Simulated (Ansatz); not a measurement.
One change: `[F][Zn][CH2]Cl` becomes `O[CH2][Zn][F]`.

Ansatz, PBE0-D4/def2-TZVP geometries, multiplicity 1. Each molecule was computed in one conformer, which needn't be the lowest.

Scalar relativity is left out up to krypton.

| property | `[F][Zn][CH2]Cl` |
| --- | --- |
| HOMO–LUMO gap (PBE0/def2-TZVPP) / eV | 6.92 |
| size of the dipole moment (ωB97M-V/def2-TZVPP) / D | 2.55 |
| LUMO energy (ωB97M-V/def2-TZVPP) / eV | 0.53 |
| size of the dipole moment (PBE/def2-TZVPP) / D | 2.50 |
| HOMO energy (PBE/def2-TZVPP) / eV | -6.73 |
| zero-point energy (PBE0-D4/def2-TZVP) / kJ/mol | 77.9 |

(1) What does the change do to each property? (Estimate.)

## Answers

(1) The calculation gave: 
```json
{"property": "HOMO–LUMO gap (PBE0/def2-TZVPP) / eV", "`O[CH2][Zn][F]`": "6.60", "shift": "-0.32"}
{"property": "size of the dipole moment (ωB97M-V/def2-TZVPP) / D", "`O[CH2][Zn][F]`": "2.55", "shift": "0.00"}
{"property": "LUMO energy (ωB97M-V/def2-TZVPP) / eV", "`O[CH2][Zn][F]`": "0.78", "shift": "0.25"}
{"property": "size of the dipole moment (PBE/def2-TZVPP) / D", "`O[CH2][Zn][F]`": "2.72", "shift": "0.22"}
{"property": "HOMO energy (PBE/def2-TZVPP) / eV", "`O[CH2][Zn][F]`": "-5.98", "shift": "0.75"}
{"property": "zero-point energy (PBE0-D4/def2-TZVP) / kJ/mol", "`O[CH2][Zn][F]`": "113.6", "shift": "35.7"}
```

With PBE0 the HOMO rises by 0.68 eV and the LUMO rises by 0.36 eV, so the gap narrows by about 0.32 eV. PBE moves the HOMO by 0.75 eV and ωB97M-V by 0.61 eV. The zero-point energy changes by 35.7 kJ/mol with +3 modes. Dipoles are sizes alone; their direction can turn.
